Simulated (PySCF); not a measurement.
C4H8OS, SMILES S[C@@H](C)C(C)=O.

Geometry optimised at B3LYP-D3(BJ)/def2-SVP. One conformer was computed; it need not be the lowest.

Two levels are set side by side: TDA-PBE/def2-SVPD (PySCF) and TDA-M06-2X/def2-SVPD (PySCF). Vertical, same geometry. The lowest singlet is HOMO→LUMO 99 % with PBE and HOMO→LUMO 44 %, HOMO−1→LUMO 37 % with the other functional; states are paired by order. Differences are taken from unrounded values.

```json
[
 {"quantity": "lowest singlet excitation (eV)", "TDA-M06-2X": "4.09", "TDA-PBE": "3.82", "TDA-PBE minus TDA-M06-2X": "-0.27"},
 {"quantity": "lowest triplet excitation (TDA) (eV)", "TDA-M06-2X": "3.61", "TDA-PBE": "3.28", "TDA-PBE minus TDA-M06-2X": "-0.33"}
]
```

Functionals without exact exchange tend to place singlet excitations lower, as here. Differences between two approximate levels are no errors against the true value.

Rough cost on one machine, each run with all the roots and properties that it gave: TDA-M06-2X against TDA-PBE about 10 times.
